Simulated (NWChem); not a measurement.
System: C5H5, doublet; SMILES C1=CC=[C]C1

The following NWChem deck was run.

```
start job
memory heap 200 mb stack 900 mb global 1100 mb
geometry units angstroms noautosym nocenter noautoz
  C     -1.232163    -0.122184     0.000000
  C     -0.443917    -1.204429     0.000000
  C      0.942056    -0.700878     0.000000
  C      0.945125     0.650570     0.000000
  C     -0.473972     1.154154     0.000000
  H     -0.736007    -2.255322     0.000000
  H      1.825857    -1.343083     0.000000
  H      1.821552     1.300750     0.000000
  H     -0.697606     1.776995    -0.884825
  H     -0.697606     1.776995     0.884825
end
basis spherical
  * library 6-31g*
end
dft
  odft
  mult 2
  xc pbe0
  iterations 150
end
cosmo
  do_cosmo_smd true
  solvent methanol
end
task dft energy
```

Parts of the log:

```
             Northwest Computational Chemistry Package (NWChem) 7.3.0
             --------------------------------------------------------

                             Geometry "geometry" -> ""
                             -------------------------

 Output coordinates in angstroms (scale by  1.889725989 to convert to a.u.)

  No.       Tag          Charge          X              Y              Z
 ---- ---------------- ---------- -------------- -------------- --------------
    1 C                    6.0000    -1.23216300    -0.12218400     0.00000000
    2 C                    6.0000    -0.44391700    -1.20442900     0.00000000
    3 C                    6.0000     0.94205600    -0.70087800     0.00000000
    4 C                    6.0000     0.94512500     0.65057000     0.00000000
    5 C                    6.0000    -0.47397200     1.15415400     0.00000000
    6 H                    1.0000    -0.73600700    -2.25532200     0.00000000
    7 H                    1.0000     1.82585700    -1.34308300     0.00000000
    8 H                    1.0000     1.82155200     1.30075000     0.00000000
    9 H                    1.0000    -0.69760600     1.77699500    -0.88482500
   10 H                    1.0000    -0.69760600     1.77699500     0.88482500

 Effective nuclear repulsion energy (a.u.)     148.2062456763

                                 NWChem DFT Module
                                 -----------------

 Summary of "ao basis" -> "ao basis" (spherical)
 ------------------------------------------------------------------------------
       Tag                 Description            Shells   Functions and Types
 ---------------- ------------------------------  ------  ---------------------
 C                           6-31g*                  6       14   3s2p1d
 H                           6-31g*                  2        2   2s

 in cosmo_initialize ...
 calling solv_data for solv:methanol

 solvent parameters
 solvname_short: methanol
 solvname_long:  methanol
 dielec:       32.6130
 dielecinf:     1.7657
 nonaqueous SMD model solvent descriptors
 dielec:       32.6130
 sola:          0.4300
 solb:          0.4700
 solc:          0.0000
 solg:         31.7700
 solh:          0.0000
 soln:          1.3288

          ---------------
          -cosmo- solvent
          ---------------
 Cosmo: York-Karplus, doi: 10.1021/jp992097l
 dielectric constant -eps-     =  32.61
 screen = (eps-1)/(eps    )    =   0.96934
 surface charge correction     = lagrangian

   van der Waals surface
 --------------------------

[...]

                                COSMO-SMD solvation results
                                ---------------------------

             internal energy in gas <Psi(g)|H|Psi(g)> =      -193.170377141975
         internal energy in solvent <Psi(s)|H|Psi(s)> =      -193.169469337226
                               delta internal energy  =         0.000907804749 (    0.57 kcal/mol)
   total free energy in solvent <Psi(s)|H+V/2|Psi(s)> =      -193.176090161452
 polarization energy contribution <Psi(s)|V/2|Psi(s)> =        -0.006620824226 (   -4.15 kcal/mol)
    total free energy in solvent including G(SMD-CDS) =      -193.176657438296
                       G(SMD-CDS) energy contribution =        -0.000567276844 (   -0.36 kcal/mol)
     1 M fixed-concentration free energy of solvation =        -0.006280296321 (   -3.94 kcal/mol)

                    DFT Final Alpha Molecular Orbital Analysis
                    ------------------------------------------

 Vector   16  Occ=1.000000D+00  E=-3.184986D-01
              MO Center= -4.8D-02, -2.1D-01,  2.2D-09, r^2= 2.7D+00
   Bfn.  Coefficient  Atom+Function         Bfn.  Coefficient  Atom+Function
  ----- ------------  ---------------      ----- ------------  ---------------
    19      0.304241   2 C  pz               33      0.305255   3 C  pz
    37      0.211785   3 C  pz               23      0.205970   2 C  pz
    61     -0.202732   5 C  pz                5      0.190575   1 C  pz
    47      0.147634   4 C  pz               78      0.142144   9 H  s
    80     -0.142144  10 H  s                77      0.136027   9 H  s

 Vector   17  Occ=1.000000D+00  E=-2.727810D-01
              MO Center= -1.1D+00, -1.3D-01,  2.0D-10, r^2= 2.0D+00
   Bfn.  Coefficient  Atom+Function         Bfn.  Coefficient  Atom+Function
  ----- ------------  ---------------      ----- ------------  ---------------
     3      0.526030   1 C  px                7      0.406639   1 C  px
     6     -0.269794   1 C  s                31      0.168969   3 C  px
    59     -0.164552   5 C  px               17     -0.160728   2 C  px
    45      0.151371   4 C  px               34     -0.122688   3 C  s
    48     -0.123028   4 C  s                 2     -0.108675   1 C  s

 Vector   18  Occ=1.000000D+00  E=-2.388973D-01
              MO Center=  6.7D-03, -1.1D-01, -1.1D-11, r^2= 2.5D+00
   Bfn.  Coefficient  Atom+Function         Bfn.  Coefficient  Atom+Function
  ----- ------------  ---------------      ----- ------------  ---------------
     5      0.365323   1 C  pz               47     -0.335080   4 C  pz
     9      0.280653   1 C  pz               51     -0.269607   4 C  pz
    33     -0.261883   3 C  pz               19      0.209050   2 C  pz
    37     -0.205077   3 C  pz               23      0.160567   2 C  pz

 Vector   19  Occ=0.000000D+00  E=-1.717205D-02
              MO Center= -4.3D-02,  4.1D-02, -7.4D-10, r^2= 3.1D+00
   Bfn.  Coefficient  Atom+Function         Bfn.  Coefficient  Atom+Function
  ----- ------------  ---------------      ----- ------------  ---------------
    51      0.438268   4 C  pz                9      0.404922   1 C  pz
    47      0.341572   4 C  pz                5      0.332757   1 C  pz
    23     -0.322259   2 C  pz               37     -0.292156   3 C  pz
    78      0.280332   9 H  s                80     -0.280332  10 H  s
    19     -0.248732   2 C  pz               33     -0.223254   3 C  pz

[...]
```

Level: PBE0/6-31G* (spherical d), spin-unrestricted, SMD on the gas-phase geometry. In the optimisation the excess spin sits in a' (Cs, its own frame). Coordinates come from a PBE0/def2-SVP, spin-unrestricted optimisation. No frequency run checked for a minimum. No stability test was run on the SCF state. Solvent: methanol.
